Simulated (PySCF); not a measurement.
Species: C₃H₄AlNO.
SMILES with atom numbers: `[C:1]1#[N+:2][AlH2-:3][O:4][CH:5]=[CH:6]1` (hydrogens: H7, H8 on Al3; H9 on C5; H10 on C6)

A GFN2-xTB structure with every atom displaced at random (by about 0.01 Å) was refined with PBE0-D3(BJ)/def2-SVP geometry optimisation, gas phase (PySCF). Values at the start:

| coordinate | start |
| --- | --- |
| C1≡N2 | 1.138 Å |
| C1–C6 | 1.411 Å |
| N2–Al3 | 2.024 Å |
| Al3–O4 | 1.747 Å |
| Al3–H7 | 1.542 Å |
| O4–C5 | 1.279 Å |
| C5=C6 | 1.380 Å |
| C5–H9 | 1.092 Å |
| C6–H10 | 1.063 Å |
| C1–N2–Al3 | 110.3° |
| C1–C6–C5 | 106.7° |
| N2–C1–C6 | 152.7° |
| N2–Al3–O4 | 88.7° |
| Al3–O4–C5 | 139.6° |
| O4–C5–C6 | 121.9° |

Problem. How do these coordinates change at the PBE0-D3(BJ)/def2-SVP level?

Solution. 
```
coordinate  PBE0-D3(BJ)/def2-SVP (Å or °)  change
    Al3–O4                          1.865  +0.118
    N2–Al3                          2.069  +0.045
    Al3–H7                          1.583  +0.041
     C1≡N2                          1.173  +0.035
    C6–H10                          1.086  +0.023
     C1–C6                          1.393  -0.018
     C5–H9                          1.101  +0.009
     C5=C6                          1.387  +0.007
     O4–C5                          1.279   0.000
 Al3–O4–C5                          131.3    -8.3
 C1–N2–Al3                          103.1    -7.2
  N2–C1–C6                          158.7    +6.0
 N2–Al3–O4                           93.9    +5.2
  O4–C5–C6                          124.5    +2.6
  C1–C6–C5                          108.4    +1.7
```

The energy falls by 0.280 eV over 9 energy and gradient evaluations, the largest force component goes from 0.0762 to 2.8e-04 Eh/bohr, and the atoms move by 0.065 Å rms after alignment. The bond that changes most is Al3–O4 (ends: aluminium bonded to N, O and 2 H; oxygen bonded to Al and C), which lengthens by 0.118 Å. Bonds longer at the end by more than 0.005 Å: 8 of 10; shorter: 1. Rotational constants go from 5615, 3324, 2155 to 5088, 3336, 2081 MHz.

The run used 108 basis functions and 66 SCF cycles in all.

PBE0-D3(BJ)/def2-SVP frequencies: not computed here.
